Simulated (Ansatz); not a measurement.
Species: AlHF₂, charge 0, singlet. AlHF2 (SMILES [AlH]([F])[F]).
B3LYP-D3(BJ)/def2-TZVP minimum from Ansatz (a first-principles code):
```
Al
F 1 1.6442
F 1 1.6442 2 117.93
H 1 1.5535 2 121.03 3 180.00
```
Charge 0, spin multiplicity 1.

Atomisation energy term by term, kcal/mol (programs: Ansatz). UHF or UKS for unpaired electrons; spin-orbit terms are left out. Correlated methods leave the cores frozen. Rows without X2C or -DK are non-relativistic. CBS(X,Y): correlation extrapolated as X^-3, Hartree-Fock from the larger set (Q,5: extrapolated as (X+1)exp(-9√X)). A bracket is a step between two methods taken in the basis named. '+ core + X2C': CCSD(T) terms for core correlation (cc-pwCVTZ, 1s frozen past Ne) and scalar relativity (cc-pVTZ-DK). For partners of very few electrons the exact lower level stands in for a higher one.

```json
[
 {"term": "Hartree-Fock", "basis": "CBS(cc-pV(Q+d)Z,cc-pV(5+d)Z)", "kcal/mol": "274.11"},
 {"term": "CCSD correlation", "basis": "CBS(cc-pV(Q+d)Z,cc-pV(5+d)Z)", "kcal/mol": "82.41"},
 {"term": "(T)", "basis": "CBS(cc-pV(Q+d)Z,cc-pV(5+d)Z)", "kcal/mol": "5.70"},
 {"term": "CCSDT(Q) - CCSD(T)", "basis": "cc-pV(T+d)Z", "kcal/mol": "-0.13"},
 {"term": "core correlation", "basis": "cc-pwCVTZ", "kcal/mol": "-0.70"},
 {"term": "scalar relativity", "basis": "X2C, cc-pVTZ-DK", "kcal/mol": "-0.95"},
 {"term": "sum: De", "basis": "", "kcal/mol": "360.4"}
]
```

The step beyond CCSD(T) by other levels: CCSDT(Q) in cc-pV(D+d)Z 0.41 kcal/mol.
